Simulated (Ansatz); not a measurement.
`FC[SiH2][SiH2]F` → `FC[SiH3]` + `F[SiH]` at 500 K and 1 bar (silylene formation by 1,1-elimination).

Computed with Ansatz on PBE0-D4/def2-TZVP structures; ΔE is electronic, products minus reactants. CCSD(T)/CBS is the MP2 limit (def2-TZVPP, def2-QZVPP) plus CCSD(T) − MP2 in def2-TZVPP, frozen cores. This one scheme is used for every species. One conformer a species, not always the lowest.

| species | CCSD(T)/CBS energy (Eh) | H − E (kJ/mol) | S (J/(mol·K)) |
| --- | --- | --- | --- |
| `FC[SiH2][SiH2]F` | -819.44343 | 227.2 | 445.3 |
| `FC[SiH3]` | -429.90570 | 175.1 | 332.8 |
| `F[SiH]` | -389.46371 | 40.7 | 260.3 |

H − E and S are ideal-gas, rigid-rotor, harmonic terms from PBE0-D4/def2-TZVP, for one conformer and one mirror image of each species. 1 Eh = 2625.50 kJ/mol, R = 8.31446 J/(mol·K).

Q: By hand: ΔE, ΔH, ΔS and ΔG.

A: ΔE = (-429.90570) + (-389.46371) − (-819.44343) = 0.07402 Eh = 194.3 kJ/mol. Δ(H − E) = 175.1 + 40.7 − 227.2 = -11.4, so ΔH = 182.9 kJ/mol. ΔS = 332.8 + 260.3 − 445.3 = 147.8 J/(mol·K). ΔG = 182.9 − 500 × (147.8)/1000 = 109.0 kJ/mol.

Q: By hand: the equilibrium constant, and the temperature at which ΔG would vanish if ΔH and ΔS stayed fixed.

A: log₁₀ K = −ΔG/(RT ln 10) = -11.4. ΔG = 0 at ΔH/ΔS = 1237 K.

The number of gas molecules changes by +1, which sets the sign of ΔS. A doubt of 5 kJ/mol in ΔE shifts log₁₀ K by 0.5 here. Other conformers and mirror images would add mixing entropy, several J/(mol·K) or more a flexible species. Modes under 60 cm⁻¹, often nearly free rotors, make the harmonic entropy too high. These are equilibria of isolated gas molecules and say nothing of rates. Largest T1 diagnostic: 0.015 (customary marks: 0.02 for closed shells, 0.045 for open ones).
